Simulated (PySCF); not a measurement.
## Correlation energy of Tl+ (thallium, charge +1)

[Xe] 4f14 5d10 6s2, closed-shell 1S. Computed with PySCF 2.14 in x2c-TZVPPall with one added diffuse shell each of s, p, d, f type (12s8p7d4f, 99 functions), with scalar relativity by spin-free X2C-1e. Frozen: [Xe] 4f14 5d10; 2 electrons correlated.

With two correlated electrons CCSD is exact within the correlated space (frozen core and kept virtual orbitals).

```
level  correlation energy (mhartree)
 CCSD                         -26.53
```

Diagnostics: T1 = 0.0029, D1 = 0.0040, largest double amplitude 0.072.

Cost of the coupled-cluster step: of the order of 2.5 core-seconds, for 2 correlated electrons.
